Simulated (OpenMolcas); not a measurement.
Fe2+: effect of the metal basis

Fe2+ with its 8 nearest fluoride ions at 2.277 Å, on the Ca site of CaF2 (a = 5.46294 Å, distance in the model lattice 2.366 Å). The rest of the host is ab initio model potentials to 7.6 Å and point charges beyond; the distance is set by hand and nothing relaxes.

* Program: OpenMolcas
* Method: CASSCF
* Spin-orbit coupling: RASSI with atomic mean-field integrals over the reference wave functions

Fixed: ligand basis ANO-RCC-VDZP, active space 6 electrons in 5 orbitals (3d), DKH2 Hamiltonian.

States (labels of O, the rotations of Oh). Energies in cm-1 above the lowest state or level, χT in cm3 K/mol.

```json
{"Run": "A", "Metal basis": "ANO-RCC-VDZP", "Ground state": "5E", "First state of that spin": "5T2 3914", "First gap with spin-orbit (degeneracies)": "17.9 (1, 3)", "χT at 300 K": "3.415", "First state of another spin": "3T1 20729", "Cost": "roughly 40 core-seconds"}
{"Run": "B", "Metal basis": "ANO-RCC-VTZP", "Ground state": "5E", "First state of that spin": "5T2 3818", "First gap with spin-orbit (degeneracies)": "17.6 (1, 3)", "χT at 300 K": "3.420", "First state of another spin": "3T1 21000", "Cost": "roughly 50 core-seconds"}
```

Against A, the first state of the same spin changes by -2.5 % in B.

Costs are those of the RASSCF and RASSI steps.

An orbital doublet at a regular site is open to a Jahn-Teller distortion, which this geometry leaves out. Without dynamic correlation the repulsion within the d shell is too large (B by tens of per cent), so at a given field states of lower spin stand too high. Ligand-to-metal charge-transfer states are missing. With no ligand orbital active B as a rule stays too high, so bands that hang on it stand too high and its fall with covalency is understated. With metal d orbitals alone and no dynamic correlation 10Dq can be off by a tenth to a fifth, either way, in oxide and fluoride hosts. No measured value stands beside these numbers; the geometry was set by hand and not optimised.
